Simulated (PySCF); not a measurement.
Stepwise substitution at one centre (B H-I). Isolated molecules, 0 K electronic values unless said otherwise. Strings in code marks are SMILES.

Computed with PySCF with PBE-D3(BJ)/def2-TZVP. Excitations are Tamm–Dancoff values on a coarser integration grid. The basis has no diffuse functions, so Rydberg states are missing or too high.

```tsv
species	S1 oscillator strength	dipole moment (D)	HOMO–LUMO gap (eV)	T1 excitation (TDA) (eV)
0 of 3 H replaced by I (`B`)	–	0.00	5.40	–
1 of 3 H replaced by I (`BI`)	0.000	0.18	3.30	3.16
2 of 3 H replaced by I	0.000	0.00	3.33	3.24
3 of 3 H replaced by I (`IB(I)I`)	0.000	(withheld)	(withheld)	(withheld)
```

Some entries are withheld; supply them.


- 3 of 3 H replaced by I (`IB(I)I`), dipole moment (D): 0.00
- 3 of 3 H replaced by I (`IB(I)I`), HOMO–LUMO gap (eV): 3.01
- 3 of 3 H replaced by I (`IB(I)I`), T1 excitation (TDA) (eV): 2.94
